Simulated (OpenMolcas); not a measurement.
**Ru⁺: effect of the active space**

* Program: OpenMolcas 26.06
* Method: SS-CASPT2, IPEA 0.25 Eh, imaginary shift 0.1 Eh
* Basis: ANO-R2
* Scalar Hamiltonian: X2C, finite nucleus
* Spin-orbit coupling: state interaction with AMFI integrals over the reference wave functions, term energies averaged over their components

A. 7 electrons in 5 orbitals (4d); 2S+1 = 4 even, 10 roots; 2S+1 = 2 even, 40 roots; closed shells correlated: 4s 4p; CASPT2 step roughly 7 core-seconds
B. 7 electrons in 6 orbitals (4d 5s); 2S+1 = 4 even, 50 roots; 2S+1 = 6 even, 6 roots kept (CI in the orbitals of an earlier block); 2S+1 = 2 even, 105 roots kept (CI in the orbitals of an earlier block); closed shells correlated: 4s 4p; CASPT2 step about 40 core-seconds

Energies in cm-1 above 4d7 4F 9/2, the measured ground level; measured values from NIST Handbook of Basic Atomic Spectroscopic Data.

```json
{"Level": "4d7 4F 9/2", "A": "0.0", "B": "0.0", "Measured": "0.0"}
{"Level": "4d7 4F 7/2", "A": "1549", "B": "1623", "Measured": "1523"}
{"Level": "4d7 4F 5/2", "A": "2560", "B": "2670", "Measured": "2494"}
{"Level": "4d7 4F 3/2", "A": "3210", "B": "3310", "Measured": "3104"}
{"Level": "4d7 4P 5/2 [63 %]", "A": "9670", "B": "8430", "Measured": "8257"}
{"Level": "4d7 4P 3/2 [51 %]", "A": "9900", "B": "9000", "Measured": ""}
{"Level": "4d7 4P 1/2 [75 %]", "A": "10800", "B": "9940", "Measured": "9374"}
{"Level": "4d7 2G 9/2", "A": "11290", "B": "11070", "Measured": ""}
{"Level": "4d7 2G 7/2", "A": "12820", "B": "12520", "Measured": ""}
{"Level": "4d7 2P 3/2 [56 %]", "A": "14490", "B": "12970", "Measured": ""}
{"Level": "4d7 2H 11/2", "A": "15120", "B": "15370", "Measured": ""}
{"Level": "4d7 2P 1/2", "A": "16370", "B": "14930", "Measured": ""}
{"Level": "4d7 2H 9/2", "A": "16630", "B": "16850", "Measured": ""}
{"Level": "4d7 2F 5/2", "A": "23420", "B": "23480", "Measured": ""}
{"Level": "4d7 2F 7/2", "A": "24170", "B": "23700", "Measured": ""}
```

Deviations, from unrounded energies. A percentage is the sum of absolute deviations over the sum of measured energies, with the sign that they share, or ± where signs differ.

| Against measurement | Levels | A | B |
| --- | --- | --- | --- |
| mean absolute deviation (cm-1) | 5 | 610 | 240 |
| fine structure of the ground term (%) | 3 | +2.7 | +6.7 |
| other terms of the ground configuration (%) | 2 | +16.1 | +4.2 |

B lies closest to measurement on these levels. The largest miss of B in the table is 4d7 4P 1/2 [75 %], by +570 cm-1. The ranking rests on the paired levels alone, and a cruder setting can come out closer through cancelling errors.

The spin-orbit steps hold different terms of 4d7 (B lacks a 2D), which shifts levels as well.

Between A and B the level of the table that moves most is 4d7 2P 3/2 [56 %], by 1500 cm-1 (lowest in B, highest in A). Moves below CASPT2's spread within the term are not significant.

CASPT2 does not keep the components of a term degenerate, so their means are used; among the terms shown or strongly mixed into the levels shown the widest spread is 630 cm-1 (4d7 4F, B). Over all roots computed the reference weight is 0.86 to 0.91 in B; the roots of lowest weight are the least certain, and an intruder state may touch them. Configurations with an s electron lie low at this charge and mix in, so terms can be misplaced (holds for A). The CASPT2 spread within a term exceeds the gap to the next term for 4d7 2P and 4d7 2H, so the order of their levels is uncertain (holds for A). Some terms miss by over 15 % even with CASPT2, which points to a basis or an active space too small for the shells correlated (holds for A). Terms from blocks run as CI alone lack orbitals of their own (holds for B). Configurations are named by rounded mean occupations; where the s occupation lies near a half they are strongly mixed, a name can repeat and a true partner stay unpaired (holds for B). Measured partners are found by configuration, term and J. A level has none where our copy of the source lacks it or the pairing is in doubt (some pairs that miss far off the trend of their configuration count as doubtful), and it then counts in no deviation. Levels of configurations outside the active space are missing. The table leaves out levels that lie high or whose names do not pair safely across all columns.

A share in square brackets marks a mixed level and gives the weight of the term that names it, the lowest over the columns.
